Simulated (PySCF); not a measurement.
Compound: C₅H₉N₃.
SMILES with atom numbers: `[CH3:1][c:2]1[n:3][n:4][n:5]([CH3:6])[c:7]1[CH3:8]`

Structure used (GFN2-xTB), in Å, numbered top down from 1:
```
atom  x, y, z in Å
C1     2.5710   -0.2724   -0.0060
C2     1.1366   -0.6306   -0.1536
N3     0.7282   -1.8618   -0.5242
N4    -0.5501   -1.8960   -0.5686
N5    -1.0215   -0.6993   -0.2321
C6    -2.4262   -0.4315   -0.1837
C7     0.0060    0.1455    0.0429
C8    -0.1857    1.5611    0.4360
H9     2.8148    0.5994   -0.6119
H10    3.1789   -1.1131   -0.3266
H11    2.8030   -0.0445    1.0342
H12   -2.6819    0.3989   -0.8447
H13   -2.9419   -1.3321   -0.5104
H14   -2.7352   -0.1837    0.8343
H15    0.7749    2.0075    0.6781
H16   -0.6388    2.1275   -0.3792
H17   -0.8391    1.6371    1.3056
```

Definitions: NICS(0) = −σiso at the ring centroid; NICS(1) = −σiso and NICS(1)zz = −σzz at ±1 Å along the ring normal z. Level: GIAO PBE0/pcSseg-1 (PySCF, non-relativistic, gas phase) on the GFN2-xTB geometry, one conformer.

Ring bond lengths (Å), with Mayer bond orders in brackets: C2–N3 1.349 (1.36), N3–N4 1.280 (1.48), N4–N5 1.330 (1.19), N5–C7 1.358 (1.03), C7–C2 1.385 (1.43).

**Question.** Give the NICS values of each ring in ppm.

**Answer.** 
| ring | type | NICS(0) | NICS(1), two faces | NICS(1)zz, two faces | rms pucker (Å) | centre to ring atoms, mean (Å) |
| --- | --- | --- | --- | --- | --- | --- |
| C2–N3–N4–N5–C7 | 5-membered ring with 3 N; formal bonds all aromatic | -12.3 | -12.9 / -12.9 | -31.3 / -31.2 | 0.00 | 1.14 |

**Question.** What can be read from them?

**Answer.** 
- C2–N3–N4–N5–C7: mean NICS(1)zz -31.3 ppm, shielded. For a flat ring without four-coordinate atoms the NICS criterion counts such a value as aromatic.

**Question.** And the bond-length index? HOMA = 1 − mean of α(R − Ropt)² over the ring bonds, with Krygowski's 1993 parameters (CC: Ropt 1.388 Å, α 257.7 Å⁻²; CN: Ropt 1.334 Å, α 93.52 Å⁻²; NN: Ropt 1.309 Å, α 130.33 Å⁻²).

**Answer.** 
- C2–N3–N4–N5–C7: HOMA 0.95; the largest term is that of N3–N4, α(R − Ropt)² = 0.11. The geometric and the magnetic index point the same way.

**Question.** At the second NICS(1) probe listed for ring C2–N3–N4–N5–C7, 1 Å off the ring, how large is the induced field along the normal in 1 T applied along it?

**Answer.** NICSzz × B0 = -31.2 ppm × 1 T = -31 μT, against the applied field.

**Question.** Give the inner angles of the rings and the Hirshfeld charges of the ring atoms.

**Answer.** 
- C2–N3–N4–N5–C7: C2 107.6° (+0.005 e), N3 109.7° (-0.154 e), N4 108.7° (-0.096 e), N5 110.1° (+0.036 e), C7 103.9° (+0.019 e); sum 540.0° against 540° for a flat convex ring.
